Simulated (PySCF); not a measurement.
Estimate the missing entries of this data sheet.

Compound: C4H8FNS.
SMILES: `CC[C@@H](F)C(N)=S`

Conformer (atom-mapped SMILES and torsion angles): `[CH3:1][CH2:2][C@@H:3]([F:4])[C:5]([NH2:6])=[S:7]`: C1–C2–C3–F4 65°, C2–C3–C5–N6 -110°, H–N6–C5–C3 -179°, H–N6–C5–C3 -5°.

```csv
property,level,value
point group of the GFN2-xTB geometry,GFN2-xTB,?
"rotational constants A, B, C of the GFN2-xTB geometry",GFN2-xTB,"3.242, 1.464, 1.095 GHz"
dipole moment,PBE0/def2-SVPD,2.82 D
HOMO energy,PBE0/def2-SVPD,-6.39 eV
LUMO energy,PBE0/def2-SVPD,?
lowest singlet excitation,TDDFT PBE0/def2-SVPD,?
strongest line among the 8 lowest singlet transitions,TDDFT PBE0/def2-SVPD,"S2 at 5.13 eV (242 nm, f = 0.145)"
lowest triplet excitation (Tamm–Dancoff),TDA PBE0/def2-SVPD,3.18 eV
static isotropic polarisability,PBE0/def2-SVPD,81.7 au
electronic spatial extent ⟨r²⟩ about the centre of nuclear charge,PBE0/def2-SVPD,?
```

Gas-phase values; electronic properties from PySCF, density fitting. Isolated species at its GFN2-xTB geometry (one conformer only).

(1) Give the electronic spatial extent ⟨r²⟩ about the centre of nuclear charge.

(2) Give the lowest singlet excitation.

(3) The point group of the GFN2-xTB geometry?

(4) The LUMO energy?

## Answers

(1) 1071 bohr².

(2) 3.51 eV (354 nm, f = 0.000).

(3) C1.

(4) -1.17 eV.

The dipole equals about 9.4 × 10⁻³⁰ C·m (1 D = 3.33564 × 10⁻³⁰ C·m). The polarisability is 12.11 Å³ as a volume (1 au = 0.148185 Å³), or 1.28 au for each of the 64 electrons. With B = h/(8π²I), that is 505.379 GHz u Å² over I, the principal moments of inertia are 155.9, 345.2 and 461.7 u Å² (most abundant isotopes). The 8 singlets span 3.51 to 6.95 eV, and their oscillator strengths add up to 0.41. The vertical singlet–triplet gap S1 − T1 is 0.33 eV (TDDFT singlet less Tamm–Dancoff triplet; S1: HOMO→LUMO, weight 1.00; T1: HOMO→LUMO, weight 0.99). A dipole of 2.82 D is allowed in C1, and pure rotational transitions are dipole-allowed.
